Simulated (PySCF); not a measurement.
C₄H₄N₂O₃S.
Z-matrix (Å and degrees, PBE0-D3(BJ)/def2-SVP geometry), rows numbered from 1:
```
O 
S   1  1.4429
O   2  1.4467  1  122.71
O   2  1.6129  1  106.54  3  -125.96
C   2  1.7880  1  108.54  3   126.78
C   5  1.3934  2  120.89  1   -17.87
N   6  1.3303  5  120.01  2  -177.20
C   7  1.3278  6  117.13  5    -0.45
C   8  1.4000  7  122.09  6    -0.40
N   5  1.3227  2  115.57  1   163.82
H   4  0.9722  2  107.27  1   177.52
H   6  1.0939  5  121.04  2     3.10
H   8  1.0952  7  117.38  6   179.87
H   9  1.0945  8  121.28  7  -179.16
```

The closed-shell ground state was solved at several levels (PySCF, density fitting, gas phase, non-relativistic).

```json
{"level": "KT3/pcSseg-1", "basis functions": "197", "HOMO (eV)": "-6.74", "LUMO (eV)": "-3.31", "gap (eV)": "3.43", "dipole (D)": "4.70"}
{"level": "PBE0/pcSseg-1", "basis functions": "197", "HOMO (eV)": "-8.17", "LUMO (eV)": "-2.55", "gap (eV)": "5.62", "dipole (D)": "5.11"}
```

(1) Estimate the row for wB97X-D/def2-SVPD, a basis of 248 functions; the other rows only guide the guess.

(2) Over all these levels, which gives the widest orbital gap and which the narrowest?

(3) How far do the dipole and the HOMO energy spread over the levels?

Results:

(1) HOMO -10.14 eV, LUMO -0.90 eV, gap 9.24 eV, dipole 5.27 D.

(2) wB97X-D/def2-SVPD (range-separated hybrid) has the widest, 9.24 eV, and KT3/pcSseg-1 (GGA) the narrowest, 3.43 eV. Functional and basis both differ between the two, so the spread mixes both effects.

(3) The dipole runs from 4.70 to 5.27 D (mean 5.03 D) and the HOMO from -10.14 to -6.74 eV.

One conformer stands for the species.
